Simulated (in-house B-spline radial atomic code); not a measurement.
Results of a calculation; reference values are marked as such.
# Ag in an electron gas of r_s = 1.65: phase shifts, screening and friction

A nucleus sits in a uniform electron gas with a rigid positive background. The Kohn-Sham equations are solved self-consistently in the spin-unpolarised LDA (PW92), non-relativistic, on B-splines with outgoing waves at the boundary and partial waves to l = 8. The model has no lattice, no bands and no magnetic solution. Atomic units; δ_l are the phase shifts at the Fermi level, counted so that each bound state adds π, and good to about 0.0005.

The density parameter is r_s = 1.65 bohr.

```csv
l,δ_l (rad)
0,12.1058
1,9.6096
2,6.1730
3,0.2145
4,0.0416
5,0.0095
6,0.0024
7,0.0005
8,0.0001
```

Bound levels below the band bottom (hartree): p -19.64, d -12.93, s -2.869, p -1.739, s -2.356e-05 and deeper ones.

Question: Check the Friedel sum rule, and say where the screening charge sits.

Answer: k_F = (9π/4)^(1/3)/r_s = 1.16313. The rule is Z = (2/π) Σ (2l + 1) δ_l. The terms are s 7.707, p 18.353, d 19.649, f 0.956 and 0.331 beyond, in all 46.996 against Z = 47. Bound states hold 10 s, 18 p, 10 d electrons, so the scattering states carry 9.00 in all; where a term is smaller than its bound count, the bound level has drawn weight out of the band.

Question: Find the transport cross section and the electronic stopping of a 5 keV Ag ion (mass 107.87 u).

Answer: σ_tr = (4π/k_F²) Σ (l + 1) sin²(δ_l − δ_(l+1)). The terms for l = 0 to 3 are 0.3618, 0.1691, 0.3053, 0.1184, all together 0.9601, so σ_tr = 9.289 × 0.9601 = 8.918 bohr². With n = 3/(4π r_s³) = 0.05314, the friction coefficient is Q = n k_F σ_tr = 0.5512. For v well below v_F = 1.163, dE/dx = Q v; with 24801 eV per u at v = 1, v = √(5000/(24801 × 107.87)) = 0.0432, so dE/dx = 0.02383 hartree/bohr = 12.3 eV/nm. The largest term couples the s and p waves.
